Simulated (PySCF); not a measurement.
`InChI=1S/C5H9GeN/c1-2-4-3-5(4)7-6/h1,4-5,7H,3H2,6H3/p+1/t4-,5+/m0/s1`, charge +1

Geometry:
```tsv
atom	x (Å)	y (Å)	z (Å)
C1	-1.573	1.595	1.576
C2	-1.388	0.455	1.251
C3	-1.088	-0.867	0.791
C4	-1.366	-1.212	-0.652
C5	0.045	-1.007	-0.201
N6	0.720	0.241	-0.574
Ge7	2.188	0.755	0.707
H8	-1.817	2.561	1.911
H9	-1.218	-1.640	1.537
H10	-1.691	-2.215	-0.881
H11	-1.820	-0.455	-1.273
H12	0.722	-1.849	-0.132
H13	1.055	0.188	-1.541
H14	0.005	0.981	-0.535
H15	1.476	0.687	2.010
H16	3.194	-0.317	0.446
H17	2.550	2.110	0.200
```

Total charge +1.

Computed with TDDFT CAM-B3LYP/def2-SVPD circular dichroism and optical rotation, one conformer, gas phase (PySCF 2.14.0). Geometry: GFN2-xTB.

The molecule is flexible and this is one conformer; a measurement averages over conformers. The calculation is non-relativistic, which matters for the atoms heavier than Zn.

Question: Assign R or S to each stereocentre.

Answer: C3 R, C5 R.

Question: Which excitations and rotatory strengths does the calculation give?

Answer: Rotatory strengths R in 10⁻⁴⁰ esu² cm², velocity form and length form (origin at the centre of mass); f in length form.
| state | E (eV) | λ (nm) | f | R (velocity) | R (length) | main |
| --- | --- | --- | --- | --- | --- | --- |
| 1 | 6.29 | 197 | 0.002 | +1.1 | +1.1 | HOMO→LUMO+2 0.54, HOMO→LUMO+8 0.17 |
| 2 | 6.57 | 189 | 0.013 | -1.0 | -0.6 | HOMO→LUMO 0.89 |
| 3 | 6.75 | 184 | 0.008 | -4.2 | -4.2 | HOMO−1→LUMO+2 0.26, HOMO→LUMO+6 0.19 |
| 4 | 6.95 | 178 | 0.010 | +0.4 | +0.7 | HOMO−1→LUMO+6 0.32, HOMO−1→LUMO+4 0.17 |
| 5 | 7.03 | 176 | 0.023 | -1.6 | -1.9 | HOMO−1→LUMO 0.78 |
| 6 | 7.75 | 160 | 0.023 | +8.8 | +9.8 | HOMO→LUMO+1 0.64, HOMO→LUMO+7 0.18 |
| 7 | 8.00 | 155 | 0.004 | -2.7 | -2.4 | HOMO→LUMO+3 0.46, HOMO→LUMO+1 0.15 |
| 8 | 8.15 | 152 | 0.051 | +172.8 | +167.2 | HOMO−1→LUMO+1 0.33, HOMO−2→LUMO 0.23 |
| 9 | 8.26 | 150 | 0.002 | -1.2 | -0.4 | HOMO−2→LUMO 0.45, HOMO−1→LUMO+1 0.30 |
| 10 | 8.39 | 148 | 0.019 | +0.5 | +0.4 | HOMO−3→LUMO 0.28, HOMO−5→LUMO 0.16 |
| 11 | 8.42 | 147 | 0.007 | -3.8 | -3.9 | HOMO→LUMO+7 0.29, HOMO→LUMO+5 0.16 |
| 12 | 8.43 | 147 | 0.020 | -28.3 | -28.8 | HOMO−4→LUMO 0.28, HOMO−1→LUMO+3 0.15 |
| 13 | 8.53 | 145 | 0.036 | -13.9 | -13.3 | HOMO→LUMO+5 0.35, HOMO→LUMO+6 0.11 |
| 14 | 8.55 | 145 | 0.018 | -24.6 | -24.9 | HOMO−4→LUMO 0.30, HOMO−1→LUMO+3 0.23 |
| 15 | 8.61 | 144 | 0.010 | -8.8 | -9.3 | HOMO→LUMO+4 0.50, HOMO→LUMO+7 0.13 |
| 16 | 8.75 | 142 | 0.006 | -2.3 | -1.5 | HOMO→LUMO+8 0.54 |

Among the states computed, the strongest CD band (largest |R|) is state 8. The largest dissymmetry factor in size, g = 4R/(D+G), with D and G the electric and magnetic dipole strengths, is +0.039 for state 8 (velocity form, f = 0.054), among bands with |R| over 0.5. The mirror image has the same energies and oscillator strengths and all R with the opposite sign.
